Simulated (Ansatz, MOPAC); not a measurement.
## CBrClF2 (SMILES FC(F)(Cl)Br): methods side by side

CBrClF2, singlet, SMILES `FC(F)(Cl)Br`. Each level relaxes the structure for itself.

Each level gives the zero-point energy at each level's own minimum (kJ/mol). The values are calculated.

```csv
level,kind,program,value (kJ/mol)
RM1,semi-empirical,MOPAC,37.2
PM6,semi-empirical,MOPAC,32.6
PM6-D3H4,semi-empirical,MOPAC,32.6
PM6-ORG,semi-empirical,MOPAC,31.8
HF/STO-3G,Hartree–Fock,Ansatz,37.4
HF/3-21G,Hartree–Fock,Ansatz,34.4
HF/6-31G* (Cartesian functions),Hartree–Fock,Ansatz,36.8
PBE/def2-SVP,GGA,Ansatz,32.0
PBE0-D4/def2-TZVP,global hybrid,Ansatz,33.2
revPBE0-D3(BJ)-ATM/pcseg-1,global hybrid,Ansatz,33.1
```

All-electron rows without a relativistic Hamiltonian named are non-relativistic. Harmonic and unscaled. The values span 31.8 to 37.4 kJ/mol.
